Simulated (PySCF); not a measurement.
A run for PySCF: R-HF/STO-3G on Ge2H8 (a complex), monomers drawn apart or pushed together.

```python
from pyscf import gto, scf, dft, mp
from pyscf.data.elements import chemcore

mol = gto.M(
    atom='''
    Ge    0.12721440   -0.06567561    0.38920267
    H     0.50711535    0.36237339   -1.03629169
    H     1.20839491   -0.99935054    0.95173922
    H    -1.22211318   -0.79753565    0.36392592
    H     0.01642066    1.17908033    1.28262354
    Ge   -0.32986888    0.17014484    7.80785827
    H     1.14446755    0.35570130    7.42268820
    H    -0.98131615   -0.84235032    6.85396951
    H    -1.06238830    1.51530378    7.70139040
    H    -0.42401719   -0.35401753    9.24884651
    ''',
    basis='sto-3g',
    charge=0, spin=0, verbose=3, max_memory=1800)
mf = scf.RHF(mol)
mf.conv_tol = 1e-8
mf.max_cycle = 100
mf.kernel()
if not mf.converged:
    mf = mf.newton().run(mf.mo_coeff, mf.mo_occ)
```

Task: What total energy does the run end on?

Result: -4108.1467 hartree.
